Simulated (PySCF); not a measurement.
**Successive Ti–H bond energies**

These are results of PBE0 in PySCF with Ti def2-TZVP, H def2-TZVP; no relativity; density-fitted integrals, not measurements.

Each entry is the lowest minimum that a search over a few typed start shapes (and spin states, where more than one is plausible) found, or that minimum re-optimised at the stated level; isomers with ligand–ligand bonds, or fragments after loss of a ligand pair, can lie lower.

Total energies (Eh), which compare only within these settings: H atom -0.50106.

```csv
species,2S+1,group,E (Eh),ZPE (kJ/mol)
TiH₂,3,C2v,-850.34086,22.5
TiH₃,2,C3v,-850.93455,39.1
TiH₄,1,Td,-851.52217,58.5
```

**Question.** What are De and D0 for TiH₃ → TiH₂ + H?

**Answer.** De = [(-850.34086) + (-0.50106) − (-850.93455)] × 2625.5 = 243 kJ/mol. The zero-point energy changes by -16.6 kJ/mol, so D0 = 227 kJ/mol.

**Question.** What are De and D0 for TiH₄ → TiH₃ + H?

**Answer.** De = [(-850.93455) + (-0.50106) − (-851.52217)] × 2625.5 = 227 kJ/mol. The zero-point energy changes by -19.4 kJ/mol, so D0 = 208 kJ/mol.

Atoms and open shells are unrestricted, without spin–orbit or basis-set superposition corrections.

One determinant describes each species, so states of open d or f shells may be missed.
